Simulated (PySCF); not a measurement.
How methods differ on the excitation energy of Kr²⁺

Kr²⁺ [Ar] 3d10 4s2 4p4 (3P) → Kr²⁺ [Ar] 3d10 4s1 4p4 4d1 (high-spin determinant), as a difference of total energies. Computed with PySCF 2.14 in aug-cc-pVTZ-PP with ECP10MDF, with a scalar-relativistic core potential. Correlated levels: valence: 3s2 3p6 3d10 frozen. The calculations carry no spin-orbit coupling.

| method | excitation energy (cm⁻¹) |
| --- | --- |
| UHF | 246690 |
| LDA | 256130 |
| PBE | 251180 |
| PBE0 | 252020 |
| r2SCAN | 252030 |
| M06-2X | 251690 |
| M06-L | 252870 |
| LC-wPBE | 254000 |
| revPBE | 249370 |
| MP2 (valence) | 249540 |
| SCS-MP2 (valence) | 250570 |

The promoted electron is Rydberg-like, and one or two diffuse shells describe it only roughly, which tends to raise the upper state.

The determinant of the upper state mixes LS terms, which raises its energy above the lowest term, most at the Hartree-Fock and MP2 levels.
